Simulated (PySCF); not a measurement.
BrCl, charge -1, doublet, at the geometry of the source list (a state made from the parent by changing its charge; the spin is typed, not shown lowest) (in this run its highest filled SCF level lies above zero, so its values depend strongly on the basis, on diffuse functions most of all). Base run: PBE0/def2-SV(P) in PySCF.

The PySCF input:
```python
from pyscf import gto, scf, dft

mol = gto.Mole()
mol.atom = '''
    Cl    1.06790000    0.00000000    0.00000000
    Br   -1.06790000    0.00000000    0.00000000
'''
mol.basis = 'def2-sv(p)'
mol.charge = -1
mol.spin = 1
mol.verbose = 4
mol.build()

mf = dft.UKS(mol)
mf.xc = 'pbe0'
mf.kernel()
```

The base run was repeated with changes; each row names its change, and settings that it needs were set with it.

| change | ΔE vs base (mEh) | fitting functions |
|---|---|---|
| base | 0.000 | - |
| exchange = seminumerical (SGX) (with mf = sgx.sgx_fit(mf, auxbasis='def2-universal-jfit'); with mf.with_df.dfj = True) | -0.195 | 109 |
| auxbasis = def2-tzvp-ri | -7312.5 | 272 |
| auxbasis = def2-svp-ri | -7584.0 | 189 |
| auxbasis = even-tempered beta=2.0 | -0.063 | 468 |
| auxbasis = cc-pvtz-ri | -7894.8 | 288 |
| auxbasis = default (with mf = mf.density_fit()) | 0.002 | 394 |
| auxbasis = even-tempered beta=3.0 | -22.900 | 309 |
| auxbasis = cc-pvdz-jkfit | 168.5 | 283 |
| auxbasis = autoaux | 0.032 | 461 |

A fitting set is made for a task (jfit for Coulomb, jkfit for Coulomb and exchange, ri for correlation) and for a family of orbital bases.

Open shells are given as the SCF converged; they aren't shown to be the lowest states, and a large step between rows can be another state.
